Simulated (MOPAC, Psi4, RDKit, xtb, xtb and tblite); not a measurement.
Two geometries of SMILES OB(O)[SiH2]C[SeH], singlet, relaxed at GFN2-xTB with one dihedral held; other torsions can differ between them too.

Structure A

```
13

O     -0.7329    -0.1702     1.0429
B     -1.2607     0.7498     0.2083
O     -2.5763     1.0672     0.1931
Si    -0.1517     1.6558    -1.1510
C     -1.2587     2.8846    -2.1332
Se    -3.1398     2.2972    -2.1820
H     -1.3199    -0.6137     1.6615
H     -3.1951     0.6393     0.7899
H      0.9806     2.4720    -0.6759
H      0.4198     0.7493    -2.1653
H     -0.9384     2.9651    -3.1691
H     -1.2539     3.8798    -1.6898
H     -3.4647     3.0446    -3.3951
```

Structure B

```
13

O     -0.6405    -0.2434     0.9915
B     -1.3487     0.6543     0.2652
O     -2.6615     0.8957     0.4628
Si    -0.2789     1.5981    -1.0978
C      0.7896     0.2641    -1.9799
Se     1.4482    -1.0472    -0.6644
H     -1.0653    -0.7671     1.6754
H     -3.1177     0.3974     1.1465
H     -0.9787     2.2985    -2.1876
H      0.6870     2.5660    -0.5451
H      1.6681     0.6989    -2.4509
H      0.2248    -0.2896    -2.7295
H      2.4733    -1.5947    -1.5515
```

### Question
Which is lower in energy at the level DF-MP2 (frozen core)/cc-pVTZ // GFN2-xTB (Psi4), and by how much?

### Answer
B is lower, by 0.67 kcal/mol (dihedral O1–B2–Si4–C5: 180° in A, 45° in B).

E(B) − E(A) in kcal/mol at the other levels, on the same two geometries: GFN2-xTB (xtb and tblite) 0.29; PBE/def2-TZVP // GFN2-xTB (Psi4) -0.48; PBE-D3(BJ)/def2-TZVP // GFN2-xTB (Psi4) -0.50; HF/cc-pVTZ // GFN2-xTB (Psi4) -0.40; UFF // GFN2-xTB (RDKit) -1.06; PM3, restricted, heats of formation // GFN2-xTB (MOPAC) 0.05; PM7, restricted, heats of formation // GFN2-xTB (MOPAC) -0.54; GFN1-xTB // GFN2-xTB (xtb) -0.84.
